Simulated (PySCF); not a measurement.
## Running PySCF for TeSe

The script input.py:

```python
from pyscf import gto, scf, mp

mol = gto.M(
    atom='Te 0 0 0; Se 0 0 2.435',
    basis='lanl2dz',
    ecp={'Te': 'lanl2dz', 'Se': 'lanl2dz'},
    charge=0,
    spin=2,
    verbose=4,
)
mf = scf.UHF(mol)
mf.kernel()
mp.MP2(mf).kernel()
mf.dip_moment()
print('orbital energies (hartree):', [e[max(0, n-3):n+3].round(4) for e, n in zip(mf.mo_energy, mol.nelec)])
```

```bash
$ OMP_NUM_THREADS=1 python input.py
```

It prints (some set-up lines and the per-cycle HOMO/LUMO lines with their warnings removed):

```
PySCF version 2.14.0

[INPUT] Symbol           X                Y                Z      unit          X                Y                Z       unit  Magmom
[INPUT]  1 Te     0.000000000000   0.000000000000   0.000000000000 AA    0.000000000000   0.000000000000   0.000000000000 Bohr   0.0
[INPUT]  2 Se     0.000000000000   0.000000000000   2.435000000000 AA    0.000000000000   0.000000000000   4.601483113316 Bohr   0.0

nuclear repulsion = 7.82356451462834
number of shells = 8
number of NR pGTOs = 24
number of NR cGTOs = 16
basis = lanl2dz
ecp = {'Te': 'lanl2dz', 'Se': 'lanl2dz'}

******** <class 'pyscf.scf.uhf.UHF'> ********
method = UHF
initial guess = minao
damping factor = 0
level_shift factor = 0
DIIS = <class 'pyscf.scf.diis.CDIIS'>
SCF conv_tol = 1e-09
SCF max_cycles = 50
number electrons alpha = 7  beta = 5
init E= 2.14783517518904

cycle= 1 E= -16.7153266398228  delta_E= -18.9  |g|= 0.505  |ddm|= 3.23
cycle= 2 E= -16.7986791190734  delta_E= -0.0834  |g|= 0.254  |ddm|= 0.832
cycle= 3 E= -16.8595827092585  delta_E= -0.0609  |g|= 0.0688  |ddm|= 0.412
cycle= 4 E= -16.8652528255283  delta_E= -0.00567  |g|= 0.012  |ddm|=  0.1
cycle= 5 E= -16.8656343457534  delta_E= -0.000382  |g|= 0.00567  |ddm|= 0.037
cycle= 6 E= -16.8658024713539  delta_E= -0.000168  |g|= 0.00417  |ddm|= 0.0221
cycle= 7 E= -16.8659880561917  delta_E= -0.000186  |g|= 0.00253  |ddm|= 0.0348
cycle= 8 E= -16.8660706137705  delta_E= -8.26e-05  |g|= 0.0013  |ddm|= 0.0308
cycle= 9 E= -16.8660914389808  delta_E= -2.08e-05  |g|= 0.000713  |ddm|= 0.0144
cycle= 10 E= -16.866098556635  delta_E= -7.12e-06  |g|= 0.000191  |ddm|= 0.0114
cycle= 11 E= -16.8660988596727  delta_E= -3.03e-07  |g|= 3.46e-05  |ddm|= 0.00235
cycle= 12 E= -16.8660988649261  delta_E= -5.25e-09  |g|= 2.78e-06  |ddm|= 0.000318
cycle= 13 E= -16.8660988649475  delta_E= -2.13e-11  |g|= 7.57e-07  |ddm|= 2.78e-05
Extra cycle  E= -16.8660988649482  delta_E= -7.89e-13  |g|= 4.05e-07  |ddm|= 1.62e-06
converged SCF energy = -16.8660988649482  <S^2> = 2.0143578  2S+1 = 3.0095566

******** <class 'pyscf.mp.ump2.UMP2'> ********
nocc = (np.int64(7), np.int64(5)), nmo = (16, 16)
E(UMP2) = -16.936907037638  E_corr = -0.0708081726897485
E(SCS-UMP2) = -16.9308404279426  E_corr = -0.0647415629943739
E_corr(same-spin) = -0.0233402818076819
E_corr(oppo-spin) = -0.0474678908820666
Dipole moment(X, Y, Z, Debye):  0.00000,  0.00000, -1.58191
orbital energies (hartree): [array([-0.4367, -0.3509, -0.3509,  0.0352,  0.4438,  0.4483]), array([-0.4065, -0.3305, -0.3305, -0.0395, -0.0395,  0.0669])]
```

In short: E(SCF) = -16.866099 Eh, 13 cycles, E(MP2) − E(SCF) = -0.07081 Eh, ⟨S²⟩ = 2.014, μz(SCF) = -1.58 D.

Hardware: Intel Xeon Platinum 8488C, 1 thread, shared host. Wall time 1.4 s.

The bond length is a typed value, not an optimised one. No search for the lowest solution was made.
